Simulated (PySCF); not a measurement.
Molecule: SMILES OB(CC=C)O, C3H7BO2.

Molfile (atoms numbered from 1):
```
C3H7BO2
     RDKit          3D

 13 12  0  0  0  0  0  0  0  0999 V2000
    2.2608   -0.0355   -0.1432 C   0  0  0  0  0  0  0  0  0  0  0  0
    1.1280    0.5805    0.2030 C   0  0  0  0  0  0  0  0  0  0  0  0
   -0.0353   -0.0551    0.8996 C   0  0  0  0  0  0  0  0  0  0  0  0
   -1.2615   -0.1600   -0.0918 B   0  0  0  0  0  0  0  0  0  0  0  0
   -1.8829    0.9994   -0.4609 O   0  0  0  0  0  0  0  0  0  0  0  0
   -1.6286   -1.3938   -0.5426 O   0  0  0  0  0  0  0  0  0  0  0  0
    2.4338   -1.0902    0.0955 H   0  0  0  0  0  0  0  0  0  0  0  0
    3.0565    0.4927   -0.6753 H   0  0  0  0  0  0  0  0  0  0  0  0
    1.0025    1.6377   -0.0641 H   0  0  0  0  0  0  0  0  0  0  0  0
   -0.3402    0.5710    1.7567 H   0  0  0  0  0  0  0  0  0  0  0  0
    0.2325   -1.0528    1.2781 H   0  0  0  0  0  0  0  0  0  0  0  0
   -2.5958    0.8998   -1.0987 H   0  0  0  0  0  0  0  0  0  0  0  0
   -2.3612   -1.4050   -1.1661 H   0  0  0  0  0  0  0  0  0  0  0  0
  1  2  2  0
  2  3  1  0
  3  4  1  0
  4  5  1  0
  4  6  1  0
  1  7  1  0
  1  8  1  0
  2  9  1  0
  3 10  1  0
  3 11  1  0
  5 12  1  0
  6 13  1  0
M  END
```

Spin–spin couplings on one PBE0-D3(BJ)/def2-SVP geometry, PySCF 2.14.0 with density-fitted response routines, gas phase, non-relativistic, equivalent pairs averaged (spin–dipole term only in couplings to heteroatoms); isotopes $^{13}$C, $^{1}$H, $^{17}$O, $^{11}$B; basis pcJ-1.

Q: How do the couplings (Hz) change with the functional? Times are CPU seconds on 1 thread of an Arm Neoverse V1, shared host.

A: 
```
functional  functions  $^{1}J$(C1,H8)  $^{1}J$(C1,H7)  $^{1}J$(C2,H9)  $^{1}J$(C3,H10)  $^{1}J$(O5,H12)  $^{1}J$(C1,C2)  $^{1}J$(C3,B4)  core-s
       LDA        232           130.4           126.2           123.9             98.4            -67.4            56.2            54.4      22
       PBE        232           153.7           149.4           146.6            117.7            -69.1            68.7            66.7      28
       KT2        232           164.9           159.5           155.8            123.6            -69.5            57.0            57.7      28
      PBE0        232           159.1           154.8           152.2            121.3            -76.4            74.4            70.5      30
     B97-2        232           153.1           149.2           145.6            115.3            -76.5            73.5            72.2      28
 BHandHLYP        232           181.3           177.1           173.3            137.9            -90.9            89.5            80.3      33
 CAM-B3LYP        232           165.4           161.2           157.7            125.9            -80.8            75.5            72.0      41
``` Left out for a near triplet instability: HF/pcJ-1.
